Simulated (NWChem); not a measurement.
System: BH3Se; SMILES B[SeH]

Here is an NWChem input.

```
start job
memory heap 200 mb stack 900 mb global 1100 mb
geometry units angstroms noautoz
  B      0.002153     1.541632     0.000000
  H     -1.074721     2.098241     0.000000
  H      1.056632     2.135306     0.000000
  Se    -0.067942    -0.365048     0.000000
  H      1.397733    -0.618605     0.000000
end
basis spherical
  * library 6-31g*
end
dft
  xc slater pw91lda
  iterations 150
  mulliken
end
task dft energy
```

Coordinates come from a PBE-D3(BJ)/def2-SVP optimisation.

Problem. Predict the main results of this run. (LDA (Slater exchange, PW92)/6-31G* (spherical d).) Quantities: energy (Ha); highest occupied level (eV); orbital gap (eV); dipole (D).

Solution. 
```json
{
  "energy (Ha)": "-2424.16",
  "highest occupied level (eV)": "-6.86",
  "orbital gap (eV)": "4.52",
  "dipole (D)": "0.87"
}
```
